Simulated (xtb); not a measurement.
CsF, SMILES [F][Cs]. All values are semi-empirical tight-binding results from xtb (GFN2-xTB unless named), good for trends rather than for accurate numbers. Coordinates come from a GFN2-xTB optimisation.

Optimised geometry:

Bond lengths (Å): Cs1–F2 2.307.

For metal compounds this method's bond lengths and energies can be far off.

### Question
Estimate the properties. (Estimate from the structure and the level; the computed values follow.)

### Answer

```json
{
  "point_group_as_xtb_finds_it": "C∞v",
  "orbital_gap": "1.17 eV"
}
```

### Question
Give the atomic charges and the Wiberg bond orders between heavy atoms. (The exact figures need the calculation; the answer reports its results.)

### Answer
charges (e) Cs1 0.69, F2 -0.69. Bond orders Cs1–F2 0.56.
